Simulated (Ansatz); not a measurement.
Geometry optimisation, Ansatz, RKS PBE/def2-SVP.

input.yaml

```yaml
crystal:
  periodic: [false, false, false]
  atoms:
    - { symbol: Hf, position_ang: [-0.011809, -0.158589, -0.055448] }
    - { symbol: F, position_ang: [0.026301, -0.198211, 1.897021] }
    - { symbol: Cl, position_ang: [2.136447, -0.35541, -1.003715] }
    - { symbol: F, position_ang: [-0.918421, 1.387417, -0.715944] }
    - { symbol: F, position_ang: [-1.031103, -1.665117, -0.621149] }
    - { symbol: H, position_ang: [1.257277, 2.239763, 1.334459] }
    - { symbol: H, position_ang: [0.999709, 1.686547, 1.722676] }
basis:
  gaussian: { orbitals: def2-SVP }
hamiltonian:
  xc: pbe
relax:
  f_tol: 0.03
  max_steps: 50
output:
  orbitals: {}
```

Command:

```bash
$ ansatz run input.yaml --threads 2 --pin off --max-ram 3072MiB --backend cpu --events-out ev --progress --plain --runs-dir out
```

Problem. Where does it end, and by what steps?

Solution. It converged. After 5 steps the energy has fallen by 0.094 eV; F2 moved furthest, 0.24 Å.

```json
{"step": "0", "energy less start (eV)": "0.0000", "largest force component (eV/Å)": "1.413", "accepted": "yes"}
{"step": "1", "energy less start (eV)": "-0.0841", "largest force component (eV/Å)": "0.148", "accepted": "yes"}
{"step": "2", "energy less start (eV)": "-0.0878", "largest force component (eV/Å)": "0.184", "accepted": "yes"}
{"step": "3", "energy less start (eV)": "-0.0900", "largest force component (eV/Å)": "0.119", "accepted": "yes"}
{"step": "4", "energy less start (eV)": "-0.0932", "largest force component (eV/Å)": "0.041", "accepted": "yes"}
{"step": "5", "energy less start (eV)": "-0.0939", "largest force component (eV/Å)": "0.021", "accepted": "yes"}
```

```xyz
7
Properties=species:S:1:pos:R:3
Hf -0.038 -0.206 -0.023
F -0.076 -0.414 1.880
Cl 2.154 -0.346 -0.892
F -0.926 1.398 -0.569
F -1.039 -1.659 -0.749
H 1.279 2.289 1.143
H 1.105 1.875 1.768
```

Whether the end is a true minimum wasn't checked by a vibrational analysis.

The run took 6.1 s on 2 threads of AMD EPYC 9R45 96-Core Processor (Zen 5), on a shared host, peak memory 0.22 GiB.
